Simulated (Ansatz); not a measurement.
Ansatz (a quantum-chemistry and plane-wave program) input (CCSD(T)/aug-cc-pV(T+d)Z):
A basis named .json is the Basis Set Exchange file of that set.

Ansatz 0.2 input:
```yaml
crystal:
  periodic: [false, false, false]
  atoms:
    - {symbol: N, position_ang: [-1.77427077, 1.19253406, -0.03568355]}
    - {symbol: Si, position_ang: [-1.27243443, -0.53894133, 0.21470067]}
    - {symbol: N, position_ang: [0.48863106, -0.32870407, 0.71809606]}
    - {symbol: Si, position_ang: [1.74966266, -0.04582173, -0.37256479]}
    - {symbol: H, position_ang: [-2.77261165, 1.33780648, 0.03074636]}
    - {symbol: H, position_ang: [-1.42138599, 1.69719417, -0.84200130]}
    - {symbol: H, position_ang: [-0.81923776, -0.89721942, -1.23482823]}
    - {symbol: H, position_ang: [0.65961233, -0.16269748, 1.69723343]}
    - {symbol: H, position_ang: [3.01916426, 0.32594798, 0.35132035]}
    - {symbol: H, position_ang: [1.52342691, 1.06034652, -1.35496227]}
    - {symbol: H, position_ang: [2.12931474, -1.22150525, -1.21429844]}
basis:
  gaussian:
    orbitals: aug-cc-pV_T+d_Z.json
total_charge: -1
magnetization: {spin_polarized: false}
correlation: {method: ccsd_t, electrons: outside_noble_gas}
```

Output:

```
Functional definition: HF
integrals: 4.84 GiB planned
2057 factors; integrals over basis functions are off by at most 1.0e-3 eV
2.61 GiB of device memory are held for the factors and their scratch space
mean field: 2.44 GiB planned
mean field evaluation 1: about -18798.6151 eV, gradient 3.4e1 eV
mean field evaluation 2: about -18798.7497 eV, gradient 3.4e1 eV
mean field evaluation 4: about -18801.8761 eV, gradient 4.5e0 eV
mean field evaluation 8: about -18801.9641 eV, gradient 2.9e-1 eV
mean field evaluation 16: about -18801.9649 eV, gradient 2.6e-6 eV
mean field -18801.96485524 eV, -690.9594640006 hartree, gradient 2.6e-6 eV, S^2 0.000000; 0 other end points of the search recorded, 0 dependent functions left out
12 core orbitals not correlated
reference -18801.96485524 eV, -690.9594640006 hartree; 13, 13 occupied and 338, 338 virtual orbitals, 2057 factors
second order -19.47193157 eV of doubles, -0.00000000 eV of singles
coupled cluster: 30.16 GiB planned
cycle   1  -20.01964793 eV  change   -5.5e-1 eV  update   1.1e-1
cycle   2  -20.57035665 eV  change   -5.5e-1 eV  update   3.4e-2
cycle   3  -20.68899686 eV  change   -1.2e-1 eV  update   1.8e-2
cycle   4  -20.67620785 eV  change    1.3e-2 eV  update   5.0e-3
cycle   5  -20.67300940 eV  change    3.2e-3 eV  update   2.8e-3
cycle   6  -20.67371845 eV  change   -7.1e-4 eV  update   1.0e-3
cycle   7  -20.67354594 eV  change    1.7e-4 eV  update   4.9e-4
cycle   8  -20.67337178 eV  change    1.7e-4 eV  update   2.0e-4
cycle   9  -20.67341503 eV  change   -4.3e-5 eV  update   8.5e-5
cycle  10  -20.67347391 eV  change   -5.9e-5 eV  update   3.4e-5
cycle  11  -20.67343296 eV  change    4.1e-5 eV  update   1.6e-5
cycle  12  -20.67343993 eV  change   -7.0e-6 eV  update   7.6e-6
perturbative correction -0.87444493 eV, -0.0321352585 hartree
Total energy: -18823.51274010 eV, -691.7513341635 hartree
```

It need not be the lowest isomer of its formula. Whether it binds its extra electron was not tested at this geometry.
